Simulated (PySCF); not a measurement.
ClLi, singlet, geometry from GFN2-xTB (such geometries of metal compounds can be far from the true shape); HF/cc-pVTZ (PySCF).

The PySCF input:
```python
from pyscf import gto, scf

mol = gto.Mole()
mol.atom = '''
    Li   -0.000000   -0.000000   -1.663114
    Cl    0.000000    0.000000    0.293491
'''
mol.basis = 'cc-pvtz'
mol.charge = 0
mol.spin = 0
mol.verbose = 4
mol.symmetry = True
mol.build()

mf = scf.RHF(mol)
mf.kernel()
mf.analyze()
```

### Question
Predict the main parts of the log of this PySCF run.

### Answer

```
PySCF version 2.14.0

[INPUT] verbose = 4
[INPUT] num. atoms = 2
[INPUT] num. electrons = 20
[INPUT] charge = 0
[INPUT] spin (= nelec alpha-beta = 2S) = 0
[INPUT] symmetry True subgroup None
[INPUT] Mole.unit = angstrom
[INPUT] Symbol           X                Y                Z      unit          X                Y                Z       unit  Magmom
[INPUT]  1 Li     0.000000000000   0.000000000000  -1.663114000000 AA    0.000000000000   0.000000000000  -3.142829973930 Bohr   0.0
[INPUT]  2 Cl     0.000000000000   0.000000000000   0.293491000000 AA    0.000000000000   0.000000000000   0.554617610025 Bohr   0.0

nuclear repulsion = 13.7932989831468
point group symmetry = Coov
symmetry origin: [0.00000000e+00 0.00000000e+00 4.72431531e-07]
symmetry axis x: [1. 0. 0.]
symmetry axis y: [0. 1. 0.]
symmetry axis z: [0. 0. 1.]
num. orbitals of irrep A1 = 22
num. orbitals of irrep E1x = 13
num. orbitals of irrep E1y = 13
num. orbitals of irrep E2x = 6
num. orbitals of irrep E2y = 6
num. orbitals of irrep E3x = 2
num. orbitals of irrep E3y = 2
number of shells = 18
number of NR pGTOs = 102
number of NR cGTOs = 64
basis = cc-pvtz
ecp = {}

******** <class 'pyscf.scf.hf_symm.SymAdaptedRHF'> ********
method = SymAdaptedRHF
initial guess = minao
damping factor = 0
level_shift factor = 0
DIIS = <class 'pyscf.scf.diis.CDIIS'>
diis_start_cycle = 1
diis_space = 8
diis_damp = 0
SCF conv_tol = 1e-09
SCF conv_tol_grad = None
SCF max_cycles = 50
direct_scf = True
direct_scf_tol = 1e-13
Freeze 0 electrons in irreps []
    20 free electrons in irreps A1 E1x E1y E2x E2y E3x E3y
Set gradient conv threshold to 3.16228e-05
Initial guess from minao.
init E= -466.852785117273
HOMO (E1y) = -0.473636727111638  LUMO (A1) = -0.0483863412883458  gap/eV = 11.57165
cycle= 1 E= -467.023712259037  delta_E= -0.171  |g|= 0.274  |ddm|= 0.834
HOMO (E1y) = -0.326087901533741  LUMO (A1) = -0.0141753632628046  gap/eV = 8.48757
cycle= 2 E= -467.04706161219  delta_E= -0.0233  |g|= 0.123  |ddm|= 0.363
HOMO (E1y) = -0.379095969364778  LUMO (A1) = -0.00930205638287518  gap/eV = 10.06260
cycle= 3 E= -467.049951907325  delta_E= -0.00289  |g|= 0.0107  |ddm|= 0.0782
HOMO (E1y) = -0.383146753383662  LUMO (A1) = -0.00809862642587245  gap/eV = 10.20558
cycle= 4 E= -467.050035713388  delta_E= -8.38e-05  |g|= 0.00273  |ddm|= 0.019
HOMO (E1y) = -0.382804782731799  LUMO (A1) = -0.0078543065757799  gap/eV = 10.20292
cycle= 5 E= -467.05004551612  delta_E= -9.8e-06  |g|= 0.000713  |ddm|= 0.00637
HOMO (E1y) = -0.382723740645352  LUMO (A1) = -0.00789828434674344  gap/eV = 10.19952
cycle= 6 E= -467.050046236782  delta_E= -7.21e-07  |g|= 0.00016  |ddm|= 0.00211
HOMO (E1y) = -0.382710756070629  LUMO (A1) = -0.0078965478498052  gap/eV = 10.19921
cycle= 7 E= -467.050046254657  delta_E= -1.79e-08  |g|= 3.81e-05  |ddm|= 0.000308
HOMO (E1y) = -0.382711478619155  LUMO (A1) = -0.00790196217474115  gap/eV = 10.19909
cycle= 8 E= -467.050046255768  delta_E= -1.11e-09  |g|= 5.87e-06  |ddm|= 7.97e-05
HOMO (E1y) = -0.382711825681801  LUMO (A1) = -0.00790200850799039  gap/eV = 10.19909
cycle= 9 E= -467.050046255801  delta_E= -3.26e-11  |g|= 9.26e-07  |ddm|= 1.45e-05
HOMO (E1y) = -0.382711928572278  LUMO (A1) = -0.00790194971337144  gap/eV = 10.19910
Extra cycle  E= -467.050046255802  delta_E= -1.08e-12  |g|= 3.7e-07  |ddm|= 1.61e-06
converged SCF energy = -467.050046255802
**** SCF Summaries ****
Total Energy =                        -467.050046255801703
Nuclear Repulsion Energy =              13.793298983146830
One-electron Energy =                 -674.541717192903320
Two-electron Energy =                  193.698371953954791
Two-electron Coulomb Energy =          223.167720550635664
DFT Exchange-Correlation Energy =      -29.469348596680874
HOMO-LUMO gap [eV] =                    10.199099018877739
Wave-function symmetry id = 0
occupancy for each irrep:     A1  E1x  E1y  E2x  E2y  E3x  E3y
                               6    2    2    0    0    0    0
**** MO energy ****
MO #1 (A1 #1), energy= -104.727991576348 occ= 2
MO #2 (A1 #2), energy= -10.4550862327497 occ= 2
MO #3 (A1 #3), energy= -7.92125774875748 occ= 2
MO #4 (E1x #1), energy= -7.92094352629131 occ= 2
MO #5 (E1y #1), energy= -7.92094352629131 occ= 2
MO #6 (A1 #4), energy= -2.47374994013 occ= 2
MO #7 (A1 #5), energy= -0.975967468206172 occ= 2
MO #8 (A1 #6), energy= -0.411122703160654 occ= 2
MO #9 (E1x #2), energy= -0.382711928572278 occ= 2
MO #10 (E1y #2), energy= -0.382711928572278 occ= 2
MO #11 (A1 #7), energy= -0.00790194971337144 occ= 0
MO #12 (E1x #3), energy= 0.0386959689580713 occ= 0
MO #13 (E1y #3), energy= 0.0386959689580713 occ= 0
MO #14 (A1 #8), energy= 0.0605963667364469 occ= 0
MO #15 (E1x #4), energy= 0.126245208519366 occ= 0
MO #16 (E1y #4), energy= 0.126245208519366 occ= 0
MO #17 (A1 #9), energy= 0.12842294809279 occ= 0
MO #18 (A1 #10), energy= 0.20190912849956 occ= 0
 ** Mulliken pop on meta-lowdin orthogonal AOs  **
 ** Mulliken pop  **
 ** Mulliken atomic charges  **
charge of    0Li =      0.83376
charge of    1Cl =     -0.83376
Dipole moment(X, Y, Z, Debye):  0.00000,  0.00000, -6.91976
```
